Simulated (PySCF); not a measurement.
Compound: C₇H₈FO (doublet state).
Z-matrix (Å and degrees, GFN2-xTB geometry), rows numbered from 1:
```
C 
C   1  1.3232
C   2  1.4745  1  123.69
C   3  1.3630  2  115.37  1    48.17
F   4  1.3376  3  124.60  2  -178.88
C   3  1.4195  2  119.93  1  -132.60
C   6  1.4875  3  121.73  2  -173.06
C   6  1.4384  3  120.25  2     8.71
O   8  1.2189  6  126.79  3     3.03
H   1  1.0778  2  122.09  3     2.94
H   1  1.0758  2  121.43  3  -179.40
H   2  1.0796  1  120.55  3  -179.43
H   4  1.0791  3  123.33  2     0.81
H   7  1.0903  6  111.12  3    53.40
H   7  1.0876  6  110.68  3   174.67
H   7  1.0916  6  110.76  3   -65.01
H   8  1.1078  6  113.41  3  -177.99
```

The hyperfine couplings belong to this conformer and change with its torsions.

As a line formula: `C=C/C(=C/F)[C](C)C=O` [radical].

The calculation used PySCF 2.14.0, UKS B3LYP, pcH-1 on C F H O, non-relativistic, mean-field spin-orbit, GIAO. Isolated species at its GFN2-xTB geometry (one conformer only). Couplings are sensitive to structure, and on GFN2-xTB geometries they can be far from those on DFT ones. The frame is twisted about the C2–C3 bond at this geometry (dihedral H12–C2–C3–C6 = 47°); couplings at other torsion angles weren't computed. Stability of the SCF solution: not tested. ⟨S²⟩ is 0.778 where a pure state has 0.75.

Principal values of hyperfine tensors in MHz (contact and dipolar terms together), for some of the nuclei:

| atom | isotope | A1 | A2 | A3 |
| --- | --- | --- | --- | --- |
| F5 | 19F | -64.57 | -44.48 | 338.48 |
| H16 | 1H | 72.92 | 74.91 | 80.97 |
| H14 | 1H | 56.69 | 59.54 | 64.55 |
| C6 | 13C | 2.95 | 4.48 | 136.12 |
| C4 | 13C | 6.56 | 9.00 | 122.49 |
| C3 | 13C | -61.32 | -29.25 | -24.41 |
| H13 | 1H | -50.57 | -34.28 | -13.64 |
| C7 | 13C | -20.42 | -18.82 | -17.68 |

(1) Split each tensor into its isotropic and traceless parts, and turn a_iso into mT with g = 2.0049.

(2) What spin density at the nucleus of C7 lies behind its contact coupling (g_N = 1.40482)?

(3) C8 (13C, g_N = 1.40482) isn't in the table. Its spin density at the nucleus is -0.0252 bohr⁻³. What is its contact coupling?

(4) Name the largest traceless tensor T of the table and describe it.

(5) In a single crystal, with the field along each principal axis of the tensor of H16 in turn, what first-order splitting does this nucleus give (isotropic g, quadrupole terms neglected)?

## Answers

(1) a_iso = (A1 + A2 + A3)/3, Ti = Ai − a_iso; 1 mT corresponds to 28.061 MHz.

```json
{"atom": "F5", "a_iso (MHz)": "76.48", "a_iso (mT)": "2.725", "T1": "-141.05", "T2": "-120.96", "T3": "262.01"}
{"atom": "H16", "a_iso (MHz)": "76.27", "a_iso (mT)": "2.718", "T1": "-3.34", "T2": "-1.35", "T3": "4.70"}
{"atom": "H14", "a_iso (MHz)": "60.26", "a_iso (mT)": "2.148", "T1": "-3.57", "T2": "-0.72", "T3": "4.29"}
{"atom": "C6", "a_iso (MHz)": "47.85", "a_iso (mT)": "1.705", "T1": "-44.90", "T2": "-43.37", "T3": "88.27"}
{"atom": "C4", "a_iso (MHz)": "46.02", "a_iso (mT)": "1.640", "T1": "-39.46", "T2": "-37.02", "T3": "76.48"}
{"atom": "C3", "a_iso (MHz)": "-38.33", "a_iso (mT)": "-1.366", "T1": "-23.00", "T2": "9.08", "T3": "13.92"}
{"atom": "H13", "a_iso (MHz)": "-32.83", "a_iso (mT)": "-1.170", "T1": "-17.74", "T2": "-1.45", "T3": "19.19"}
{"atom": "C7", "a_iso (MHz)": "-18.97", "a_iso (mT)": "-0.676", "T1": "-1.44", "T2": "0.15", "T3": "1.29"}
```

(2) a_FC = (2μ0/3) gₑ μB g_N μN ρ(0)/(2S·h) = 800.24 MHz × g_N × ρ(0)/(2S), with ρ in bohr⁻³. With a_FC = -18.97 MHz and 2S = 1, ρ(0) = -0.01688 bohr⁻³.

(3) By the same relation, a_FC = -28.3 MHz. Its full tensor has the principal values -35.27, -27.61, -22.12 MHz.

(4) F5: -141.0, -121.0, 262.0 MHz, nearly axial, close to the ratio −1:−1:+2.

(5) 2 lines (I = 1/2), spaced by |A_i|/(g × 13.996): 2.60, 2.67, 2.89 mT along the axes of A1, A2 and A3.
